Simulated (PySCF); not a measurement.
A side-by-side comparison of computed properties.

First species: C6H11O2P.
Geometry (GFN2-xTB, Å), atoms numbered from 1 in this order:
```
atom  x, y, z in Å
C1     2.6869   -0.6307   -0.4879
O2     1.7703    0.3075    0.0270
C3     0.4402    0.0589   -0.0562
C4    -0.4473    0.8779    0.5308
C5    -0.1548    2.0823    1.3598
P6    -2.1244    0.3275    0.1892
O7    -3.1209    0.3522    1.2604
C8    -1.5701   -1.3036   -0.4453
C9    -0.1090   -1.1058   -0.8483
H10    3.6686   -0.1759   -0.3635
H11    2.6580   -1.5721    0.0697
H12    2.5158   -0.8297   -1.5497
H13   -0.2379    2.9923    0.7647
H14    0.8512    2.0279    1.7694
H15   -0.8823    2.1419    2.1688
H16   -2.5413    1.0281   -0.9493
H17   -1.6552   -1.9929    0.4001
H18   -2.1852   -1.6880   -1.2583
H19    0.4696   -2.0148   -0.6695
H20   -0.0376   -0.8719   -1.9151
```

Second species: C7H15N.
SMILES: `C/N=C\CC(C)(C)C`

Levels: PBE0/pcSseg-1 for HOMO energy, LUMO energy and HOMO–LUMO gap. Geometries: GFN2-xTB. Each structure is a single optimised conformer of the isolated species, non-relativistic unless stated. Electronic properties by PySCF.

The conformers computed, where there is a choice (atom-mapped SMILES and torsion angles):
- `[CH3:1]/[N:2]=[CH:3]\[CH2:4][C:5]([CH3:6])([CH3:7])[CH3:8]`: N2–C3–C4–C5 106°, C3–C4–C5–C6 -62°

The conformers of `COC1=C(C)[P@H](=O)CC1` aren't listed.

Values for the first species:

```
HOMO energy   : -6.65 eV
LUMO energy   : 0.11 eV
HOMO–LUMO gap : 6.76 eV
```

(1) Estimate the same properties for the second species, and the change in each.

Results:

(1) 
| property | first | second | second less first |
| --- | --- | --- | --- |
| HOMO energy | -6.65 eV | -6.62 eV | +0.03 eV |
| LUMO energy | 0.11 eV | 0.21 eV | +0.10 eV |
| HOMO–LUMO gap | 6.76 eV | 6.83 eV | +0.07 eV |

